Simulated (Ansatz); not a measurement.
CH8AlNSi2 (`[SiH3][SiH2][N]1[CH2][AlH]1`) at its PBE0-D4/def2-TZVP geometry, where that method's forces vanish. Charge 0, multiplicity 1.

```xyz
13

Si    1.3820   -0.9938   -1.4976
Si    0.4031    0.9642   -0.6450
N    -0.4278    0.6704    0.8215
C    -1.6091   -0.2953    0.9503
Al   -0.9602    0.6271    2.4815
H     0.3601   -2.0526   -1.7335
H     2.0683   -0.7281   -2.7936
H     2.3885   -1.5416   -0.5443
H     1.4697    1.9761   -0.3986
H    -0.5141    1.5069   -1.6948
H    -1.3631   -1.3368    0.7346
H    -2.4979    0.0144    0.3977
H    -0.6994    1.1891    3.9218
```

Task: What forces (eV/Å) does B3LYP-D4/def2-TZVPP give on these atoms in Ansatz? (Estimate.)

Result: The calculation gave: 
```
Si1  0.046 -0.112 -0.049
Si2  0.058  0.156 -0.099
N3   0.186  0.149 -0.004
C4  -0.283 -0.257 -0.053
Al5  0.030  0.075  0.192
H6   0.066  0.059  0.012
H7  -0.037 -0.021  0.074
H8  -0.058  0.030 -0.056
H9  -0.064 -0.052 -0.015
H10  0.049 -0.029  0.061
H11 -0.032  0.071  0.004
H12  0.055 -0.036  0.029
H13 -0.014 -0.036 -0.096
```

B3LYP here is the variant with VWN-RPA as its local correlation; programs differ in this.
